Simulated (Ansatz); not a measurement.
Program: Ansatz. Geometries: PBE0-D4/def2-TZVP. ΔE: electronic, gas phase. CCSD(T)/CBS adds triple-zeta CCSD(T) − MP2 to the extrapolated MP2 energy (def2 sets, frozen cores). This one scheme is used for every species. DFT in def2-TZVPP. Each species was taken in one conformer, which may not be the lowest.

Reaction (hydrogenolysis of a B–N bond): `NB[SiH](F)Cl` + H₂ → `B[SiH](F)Cl` + NH₃

`NB[SiH](F)Cl`:

Cartesian coordinates in Å:
```
N -1.099 -1.192 -0.158
B -0.846 0.156 0.012
Si 1.061 0.739 0.244
F 1.999 -0.566 0.281
Cl 1.650 1.865 -1.373
H -2.024 -1.567 -0.299
H -0.376 -1.894 -0.163
H -1.761 0.927 0.004
H 1.396 1.532 1.451
```

H₂:

```xyz
2

H     0.332   -0.105    0.134
H    -0.332    0.105   -0.134
```

`B[SiH](F)Cl`:

Z-matrix (Å, degrees):
```
Si
F 1 1.596
Cl 1 2.059 2 108.5
B 1 1.998 2 113.8 3 111.1
H 1 1.480 2 106.4 3 -115.8
H 4 1.194 1 119.9 2 159.6
H 4 1.193 1 121.0 2 -25.7
```

NH₃:

Cartesian coordinates in Å:
```
N -0.119 -0.252 -0.041
H 0.428 0.040 -0.841
H -0.812 0.466 0.124
H 0.503 -0.254 0.759
```

```csv
species,BHLYP energy (Eh)
`NB[SiH](F)Cl`,-931.72572
H₂,-1.17003
`B[SiH](F)Cl`,-876.29855
NH₃,-56.54749
```

**Question.** Work out ΔE.

**Answer.** ΔE = (-876.29855) + (-56.54749) − (-931.72572) − (-1.17003) = 0.04971 Eh = +130.5 kJ/mol. CCSD(T)/CBS gives +137.4 kJ/mol.

Largest T1 diagnostic among the species: 0.012.

From BLYP to BHLYP (50 % exact exchange), in def2-TZVPP and without D4, ΔE moves by −8.7 kJ/mol. In def2-TZVPP, CCSD(T) changes the Hartree–Fock value by +27.0 kJ/mol (the triples alone add +6.0 kJ/mol) and MP2 by +32.5 kJ/mol.
